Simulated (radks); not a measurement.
The numbers below are computed, except where a source is named.
Isoelectronic series with 4 electrons, all held in the configuration [He] 2s2, which need not be the ground one along the series. Code: a radial shooting solver on a logarithmic mesh with Libxc functionals. Model: scalar-relativistic Kohn-Sham, PBE, spin-polarised, spherical densities, finite nucleus; Fermi nuclear charge, rms radius of each element as measured or else 0.836 A^(1/3) + 0.57 fm. Total energies (hartree) and mean radii <r> (bohr):

ion    E (hartree)      2s       1s
Be       -14.63287   2.603   0.4208
B+       -24.30114   1.779   0.3291
C2+      -36.47795   1.361   0.2701
N3+      -51.16299   1.105   0.2290
O4+      -68.35793  0.9308   0.1986
F5+      -88.06536  0.8044   0.1754
Ne6+    -110.28849  0.7083   0.1570
Mg8+    -162.29726  0.5718   0.1297
Al9+    -192.09176  0.5216   0.1193
Si10+   -224.41967  0.4794   0.1105
P11+    -259.28659  0.4435   0.1028
S12+    -296.69853  0.4126  0.09615
Cl13+   -336.66198  0.3857  0.09028
Ar14+   -379.18392  0.3620  0.08508
K15+    -424.27179  0.3411  0.08044
Ca16+   -471.93346  0.3224  0.07627
